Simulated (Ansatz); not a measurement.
`[F][GaH2]` + `[AsH3]` → `[GaH2][AsH2]` + H–F at 700 K and 1 bar (ligand exchange at a Ga–F bond).

Calculated with Ansatz (gas phase, PBE0-D4/def2-TZVP geometries, no zero-point term in ΔE). CCSD(T)/CBS adds triple-zeta CCSD(T) − MP2 to the extrapolated MP2 energy (def2 sets, frozen cores). This one scheme is used for every species. For As, Ga outer-core shells are correlated without core-valence functions, which leaves a few kJ/mol of doubt a bond. Scalar relativity is left out up to krypton.

```tsv
species	CCSD(T)/CBS energy (Eh)	H − E (kJ/mol)	S (J/(mol·K))
`[F][GaH2]`	-2024.95631	74.9	302.8
`[AsH3]`	-2236.79077	87.1	262.7
`[GaH2][AsH2]`	-4161.33979	126.6	378.2
H–F	-100.39570	45.2	198.5
```

H − E and S are ideal-gas, rigid-rotor, harmonic terms from PBE0-D4/def2-TZVP. 1 Eh = 2625.50 kJ/mol, R = 8.31446 J/(mol·K).

**Question.** By hand: ΔE, ΔH, ΔS and ΔG.

**Answer.** ΔE = (-4161.33979) + (-100.39570) − (-2024.95631) − (-2236.79077) = 0.01159 Eh = 30.4 kJ/mol. Δ(H − E) = 126.6 + 45.2 − 74.9 − 87.1 = 9.8, so ΔH = 40.2 kJ/mol. ΔS = 378.2 + 198.5 − 302.8 − 262.7 = 11.2 J/(mol·K). ΔG = 40.2 − 700 × (11.2)/1000 = 32.4 kJ/mol.

**Question.** By hand: the equilibrium constant, and the temperature at which ΔG would vanish if ΔH and ΔS stayed fixed.

**Answer.** log₁₀ K = −ΔG/(RT ln 10) = -2.4. ΔG = 0 at ΔH/ΔS = 3589 K, far beyond where these terms or the molecules hold.

The number of gas molecules stays the same, so ΔS is small and ΔH decides. A doubt of 5 kJ/mol in ΔE shifts log₁₀ K by 0.4 here. These are equilibria of isolated gas molecules and say nothing of rates. Largest T1 diagnostic: 0.014 (customary marks: 0.02 for closed shells, 0.045 for open ones).
